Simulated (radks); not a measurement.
The numbers below are computed, except where a source is named.
Problem. The mean radii <r> (bohr) of the occupied orbitals of an atom or ion are listed with their occupations. Level of theory: scalar-relativistic Kohn-Sham, exchange-only PBE, spin-unpolarised, spherical densities, finite nucleus; Fermi nuclear charge, rms radius of each element as measured or else 0.836 A^(1/3) + 0.57 fm (a radial shooting solver on a logarithmic mesh with Libxc functionals).

| orbital | occ. | <r> |
|---|---|---|
| 1s | 2 | 0.02457 |
| 2s | 2 | 0.1052 |
| 2p | 6 | 0.09237 |
| 3s | 2 | 0.2787 |
| 3p | 6 | 0.2767 |
| 3d | 10 | 0.2536 |
| 4s | 2 | 0.6354 |
| 4p | 6 | 0.6718 |
| 4d | 10 | 0.7371 |
| 5s | 2 | 1.461 |
| 5p | 6 | 1.649 |

Name the element and its charge.

Solution. Z = 58, cerium, charge +4: Ce4+ in [Xe]. The 1s radius gives Z: for a bare nucleus <r> = (2 gamma + 1)/(2Z) with gamma = sqrt(1 - (Z/c)^2), 0.02424 bohr for Z = 58, and screening makes it slightly larger (0.02457 here). The occupations add up to 54, and the charge is Z minus that.
